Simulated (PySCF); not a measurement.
C2H7BS2, SMILES CSBSC.

Coordinates come from a B3LYP-D3(BJ)/def2-SVP optimisation. This is a generated structure with no PubChem entry under its InChIKey; it may be hypothetical. Other conformers were not sampled.

All values below come from CAM-B3LYP/def2-TZVP in PySCF.

The molecule is in vacuum.

| Property | Value |
|---|---|
| total energy | -901.72057 hartree |
| highest occupied level | -7.96 eV |
| lowest empty level | 0.29 eV |
| orbital gap | 8.24 eV |
| dipole moment | 2.30 D |
| quadrupole, principal values (traceless, Buckingham form, about the centre of nuclear charge) | -4.93, -4.79, 9.72 D·Å |
| mean static polarisability | 81.2 bohr³ (12.03 Å³) |
| polarisability, principal values | 56.7, 70.9, 116.1 bohr³ |
